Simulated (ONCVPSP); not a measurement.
## Potentials for vanadium compared

Generated with ld1.x 7.5 (TM, RRKJ, ultrasoft, PAW), atompaw 4.2 or ONCVPSP 4.0.1. The cutoff is in Ry: for ld1.x and atompaw files where the sum of valence levels is converged to 10 mRy in a Bessel basis, for ONCV files where the hardest occupied wave has 1 mHa per electron of residual kinetic energy. The error is the largest all-electron minus pseudo excitation energy over each file’s own four to seven test configurations (ionisations up to +4, promotions, holes and added fractions of an electron), all of which were solved. The labels leave out finer settings (local radius, basis sizes, second energies), which also bear on the numbers. Spin-polarised tests are not counted. The rows are a selection from randomly drawn settings: files with unsolved tests, undetermined cutoffs or missed reference levels are left out.

```csv
potential,cutoff (Ry),largest error (meV),bound ghosts
"ONCV, LDA (Perdew-Wang 92), scalar-relativistic, rc 1.45/1.05/1.90 (spd), local smoothed, core correction yes, reference 3s2 3p6 3d3 4s1, qcut 6.4/8.2/8.9, projectors 2/2/2",55,+86,none
"ONCV, PBE, scalar-relativistic, rc 1.60/2.00/2.05 (spd), local smoothed, core correction yes, reference 3s2 3p6 3d3 4s1.5 4p0.5, qcut 8/7.2/8.3, projectors 2/2/2",49,+107,none
"ONCV, PBE, fully relativistic, rc 1.80/1.10/1.40 (spd), local smoothed, core correction yes, reference 3s2 3p6 3d3 4s1.5, qcut 8.3/8.7/13.1, projectors 3/2/3",112,+13,none
"ONCV, PBEsol, scalar-relativistic, rc 1.65/1.50/2.45 (spd), local smoothed, core correction yes, reference 3s2 3p6 3d4 4s1, qcut 7.2/10.2/7.2, projectors 2/1/2",49,+86,none
"ONCV, PBE, non-relativistic, rc 1.40/1.25/2.20/2.35 (spdf), local smoothed, core correction yes, reference 3s2 3p6 3d3 4s2, qcut 6.9/9.7/7.5/5.4, projectors 2/1/1/2",44,-465,none
"ONCV, LDA (Perdew-Zunger), scalar-relativistic, rc 1.45/1.55/2.20 (spd), local smoothed, core correction yes, reference 3s2 3p6 3d2, qcut 10.4/8.7/6, projectors 2/1/1",62,+748,none
"ONCV, revPBE, scalar-relativistic, rc 1.85/2.00/1.10/1.95 (spdf), local smoothed, core correction yes, reference 3s2 3p6 3d3 4s1.75 4p0.25, qcut 6.2/5.5/10.4/5, projectors 2/3/2/2",100,+118,none
```

Question: Fill in the row for V: ONCV, PBE, scalar-relativistic, rc 1.50/1.95/1.70 (spd), local smoothed, core correction yes, reference 3s2 3p6 3d3 4s1.5 4p0.5, qcut 8.6/7.8/8.2, projectors 2/2/2.

Answer: cutoff 57 Ry, largest error +3.9 meV, bound ghosts: none.
